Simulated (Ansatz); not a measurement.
Ideal-gas functions of `C=[C]1[AlH][SiH2]1` at 800 K and 1 bar, from an Ansatz frequency run at PBE0-D4/def2-TZVP.

Molar mass 84.13 g/mol, point group C1 (symmetry number 1), electronic degeneracy 1, moments of inertia 96.889, 107.389, 196.658 u Å². Harmonic wavenumbers (cm⁻¹, unscaled): 106, 217, 318, 345, 400, 451, 551, 578, 626, 671, 727, 917, 1010, 1089, 1449, 1648, 1923, 2175, 2193, 3080, 3152.

Use S(trans) = R[1.5 ln M + 2.5 ln T − 1.1517]; rotational temperatures θ = 24.2544 K / I; S(rot) = R[ln(√π/σ · √(T³/θAθBθC)) + 1.5]; for each mode x = 1.438777 ν̃/T, S = R[x/(eˣ − 1) − ln(1 − e⁻ˣ)] and H = RT x/(eˣ − 1); 1 cm⁻¹ = 0.0119627 kJ/mol; R = 8.31446 J/(mol·K).

**Question.** By hand: the entropy, in J/(mol·K).

**Answer.** Translation 184.7. Rotation: θ = 0.2503, 0.2259, 0.1233 K, giving 121.2. Vibration, mode by mode: 22.11, 16.19, 13.07, 12.41, 11.23, 10.28, 8.72, 8.36, 7.75, 7.24, 6.65, 5.04, 4.41, 3.94, 2.36, 1.78, 1.20, 0.83, 0.81, 0.21, 0.19, in all 144.8. Electronic 0.0. Sum 450.7 J/(mol·K).

**Question.** By hand: H − E and G − E in kJ/mol, counted from the electronic energy.

**Answer.** Zero-point energy ½ × 23626 × 0.0119627 = 141.3; thermal vibration 59.6; translation, rotation and pV give 4 RT = 26.6. H − E = 227.5 kJ/mol, and G − E = 227.5 − 800 × 450.7/1000 = -133.1 kJ/mol.

Vibration gives 32 % of the entropy, 22.1 J/(mol·K) of it from the mode under 150 cm⁻¹: soft modes count most, and the harmonic formula is weakest for them. The sum counts one conformer and one mirror image; others add a mixing term.
